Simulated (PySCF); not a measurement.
Nb(OH)3 (H₃NbO₃), SMILES [OH][Nb]([OH])[OH] (connectivity only; charge and spin as stated), neutral, multiplicity 3.

Geometry: B3LYP-D3(BJ)/def2-SVP. The spin state was assumed, not searched. The def2 effective core potentials stand for the cores of Nb; spin–orbit coupling is left out. One conformer was computed; it need not be the lowest.

Method: B3LYP/def2-TZVPD (PySCF).

Gas-phase values at a fixed geometry.

```json
{
  "total_energy": "-284.69443 hartree",
  "point_group": "Cs",
  "α spin, highest occupied and lowest empty level": "-4.52 and -1.27 eV",
  "β spin, highest occupied and lowest empty level": "-8.27 and -1.96 eV",
  "dipole_moment": "0.488 e·Å",
  "quadrupole, principal values (traceless, Buckingham form, about the centre of nuclear charge)": "-8.53, 1.83, 6.70 D·Å",
  "mean_static_polarisability": "62.0 bohr³ (9.19 Å³)",
  "polarisability_principal_values": "59.2, 62.3, 64.5 bohr³",
  "⟨S²⟩": "2.004 (pure state 2.00)"
}
```
